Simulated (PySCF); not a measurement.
Bonds (- single, = double, # triple, : aromatic): O1=C2, C2-O3, O3-C4, C4-C5, C5:C6, C6:C7, C7:C8, C8:C9, C9:C10, C10-C2, C10:C5. C4 carries H11, H12; C6 carries H13; C7 carries H14; C8 carries H15; C9 carries H16.

No relativistic terms, single conformer, fast rotation and ring inversion assumed for equivalent nuclei, gas phase. Coordinates at the PBE0-D3(BJ)/def2-SVP level; NMR shieldings at PBE0/pcSseg-1/GIAO; PySCF 2.14.

δ = σ(ref) − σ, references computed at the same level: TMS for ¹³C (σ = 184.41 ppm), ¹H (σ = 31.27 ppm); ¹⁷O (σ = 334.56 ppm) against H2O.

| atoms | nucleus | count | δ (ppm) |
| --- | --- | --- | --- |
| C2 | ¹³C | 1 | 171.4 |
| H16 | ¹H | 1 | ? |
| H11/H12 | ¹H | 2 | 5.13 |
| O3 | ¹⁷O | 1 | 210.9 |
| C9 | ¹³C | 1 | ? |
| C4 | ¹³C | 1 | 69.3 |
| H15 | ¹H | 1 | 7.66 |
| C6 | ¹³C | 1 | 126.6 |
| H13 | ¹H | 1 | ? |
| C10 | ¹³C | 1 | ? |
| C8 | ¹³C | 1 | 134.1 |
| C7 | ¹³C | 1 | 138.7 |
| C5 | ¹³C | 1 | ? |
| O1 | ¹⁷O | 1 | 406.9 |
| H14 | ¹H | 1 | 7.72 |

Q: Fill in the missing shifts.

A: 
- C5: 152.1 ppm, substituted aromatic carbon
- C9: 132.8 ppm, aromatic CH; the aromatic region
- C10: 131.4 ppm, substituted aromatic carbon
- H16: 8.17 ppm, hydrogen on an aromatic CH; ring current plus the deshielding of an ortho carbonyl group
- H13: 7.50 ppm, hydrogen on an aromatic CH; ring-current deshielding

Shifts are as computed. Against solution values, carbons near 30 ppm lie about +2 ppm off and those near 130 ppm about +5 ppm. Of 1211 compounds with measured shifts, 218 miss one by over three times the rms of a fit or turn the order of signals round; such compounds aren't used in these exercises. Unscaled 17O shifts of doubly bonded oxygen tend to come out too high, by tens of ppm or more. Experimental scales use liquid or dissolved standards, which lie at an offset from isolated H2O (liquid H2O: subtract about 36 ppm).
